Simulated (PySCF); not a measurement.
Gas-phase reaction: Ga2O + 3 F2O ⇌ Ga2F6 + 4 O

Energies from PySCF, thermal terms from the rigid-rotor harmonic-oscillator model, ideal gas at 1 bar. † marks an energy on the PBE0/def2-TZVP geometry and frequencies; other levels use their own. Open shells (unrestricted): O (multiplicity 3); the rest are closed-shell singlets. Spin-orbit splitting is ignored; it lowers the true energy and changes the entropy of O. Ga: all electrons, no relativistic terms. Ga2F6: computed as isolated molecules; such fragments, hydroxides, amides, oligomers or adducts are transient or little studied in the gas.

r2SCAN/def2-TZVP† gives ΔH°(298 K) = -869 kJ.

Task: What do PBE0/def2-TZVP, LDA/def2-TZVP†, PBE/def2-SVP give?

Result: PBE0/def2-TZVP: -882 kJ; LDA/def2-TZVP†: -326 kJ; PBE/def2-SVP: -574 kJ. For scale, ΔH°(298 K) is -869 kJ at this level, -882 kJ at ωB97M-V/def2-TZVP†, and runs from -2067 to -326 kJ over the 17 levels computed.
